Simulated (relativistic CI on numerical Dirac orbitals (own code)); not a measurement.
# Re³⁺: L2,3 absorption edge

Computed with this model: Dirac-Coulomb-Breit CI, orbitals from a KLI potential per configuration, QED by a radiative potential, valence Slater integrals scaled by 0.7, multiplet model of core-to-valence dipole absorption; configurations [Xe] 4f14 5d4 → [He] 2s2 2p5 3s2 3p6 3d10 4s2 4p6 4d10 4f14 5s2 5p6 5d5; 300 K; Lorentzian 3 eV and Gaussian 1 eV FWHM. Energies are those of the free ion, without screening or charge transfer. The branching ratio is the share of the lower-energy edge in the whole absorption, uncertain by about 0.02 where the edges overlap. S is read from ⟨S²⟩ = S(S + 1).

Field parameters in Wybourne normalisation: Oh B⁴₀ = 21Dq, B⁴₄ = √(5/14) B⁴₀. The field is a parameter set, without covalency.

free ion: ground-state S = 1.73, centroid 10633.04 eV, branching ratio 0.932. Peaks (eV, height): 10535.5 (100), 11961.0 (8).

Oh, 10Dq = 24650 cm⁻¹: ground-state S = 1.05, centroid 10723.81 eV, branching ratio 0.868. Peaks (eV, height): 10536.0 (100), 11961.0 (17).

Oh, 10Dq = 33450 cm⁻¹: ground-state S = 1.00, centroid 10755.46 eV, branching ratio 0.846. Peaks (eV, height): 10534.0 (71), 10537.0 (100), 11961.5 (22).

Oh, 10Dq = 42300 cm⁻¹: ground-state S = 0.99, centroid 10774.90 eV, branching ratio 0.833. Peaks (eV, height): 10533.5 (69), 10537.5 (100), 11962.5 (25).

The statistical ratio of this edge is 2/3 = 0.667. Values above it arise where the holes sit mainly in the j = l + 1/2 valence subshell or the ground state has high spin; values below it where core-valence Coulomb terms move weight to the upper edge, as in nearly empty shells. At deep edges of heavy elements the radial integrals of the two core levels differ, which raises the baseline.

Strongest unbroadened transitions for free ion:

```
Energy (eV)  Relative strength
   10534.40               47.3
   10535.83              100.0
   10536.32                0.8
   10536.43                1.3
   10536.66                0.2
   10537.22                3.8
   10537.32                0.5
   10537.61                1.4
   10537.65                0.3
   10537.91                0.5
   10538.32                1.7
   10538.60                0.2
   11961.04                8.3
   11961.38                1.0
   11962.20                0.1
   11962.44                1.5
   11963.38                0.7
   11965.93                0.1
```
